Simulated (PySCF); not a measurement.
From one molecule to another.

First species: C6H11O2P.
Numbering: `[CH3:1]/[CH:2]=[CH:3]\[P@H:4](=[O:5])[CH2:6][C:7]([CH3:8])=[O:9]` (hydrogens: H10, H11, H12 on C1; H13 on C2; H14 on C3; H15 on P4; H16, H17 on C6; H18, H19, H20 on C8)

Second species: Si(vinyl)2(OMe)2, C6H12O2Si.
SMILES: `C=C[Si](C=C)(OC)OC`

Levels: CAM-B3LYP/def2-SVPD for HOMO energy, LUMO energy, HOMO–LUMO gap and static isotropic polarisability; TDDFT CAM-B3LYP/def2-SVPD for lowest singlet excitation; TDA CAM-B3LYP/def2-SVPD for lowest triplet excitation (Tamm–Dancoff); ΔSCF CAM-B3LYP/def2-SVPD for vertical ionisation energy. Geometries: PBE0-D3(BJ)/def2-SVP. Each species is one conformer at its optimised geometry, gas phase, non-relativistic unless stated; the electronic structure was computed with PySCF and density fitting.

The conformers computed, where there is a choice (atom-mapped SMILES and torsion angles):
- `[CH3:1]/[CH:2]=[CH:3]\[P@H:4](=[O:5])[CH2:6][C:7]([CH3:8])=[O:9]`: C2–C3–P4–O5 10°, C3–P4–C6–C7 -176°, P4–C6–C7–C8 -77°

```
                                property  column X  column Y
                             HOMO energy  -8.87 eV  -9.11 eV
                             LUMO energy   0.04 eV   0.54 eV
                           HOMO–LUMO gap   8.91 eV   9.65 eV
               lowest singlet excitation   4.45 eV   6.20 eV
lowest triplet excitation (Tamm–Dancoff)   3.89 eV   4.20 eV
         static isotropic polarisability  103.3 au  103.7 au
              vertical ionisation energy   9.57 eV   9.72 eV
```

(1) Which column belongs to which species?

(2) How does each property change from the first species to the second?

## Answers

(1) Column X is the first species and column Y the second. The first has 20 atoms and 78 electrons, the second 21 and 78.

(2) HOMO energy -0.24 eV; LUMO energy +0.50 eV; HOMO–LUMO gap +0.74 eV; lowest singlet excitation +1.75 eV; lowest triplet excitation (Tamm–Dancoff) +0.31 eV; static isotropic polarisability +0.4 au; vertical ionisation energy +0.15 eV.

On the first: In wavenumbers S1 is 35900 cm⁻¹ (1 eV = 8065.54 cm⁻¹). The vertical singlet–triplet gap S1 − T1 is 0.56 eV (TDDFT singlet less Tamm–Dancoff triplet; S1: HOMO→LUMO+1, weight 0.39, beside HOMO→LUMO, weight 0.37; T1: HOMO→LUMO, weight 0.40, beside HOMO→LUMO+1, weight 0.36).

On the second: S1 lies 3.45 eV below the HOMO–LUMO gap; its leading configuration is HOMO→LUMO, weight 0.41, beside HOMO−2→LUMO, weight 0.36. No computed singlet falls in the visible range (750 to 380 nm, 1.65 to 3.26 eV); S1 lies 2.94 eV above its blue end.
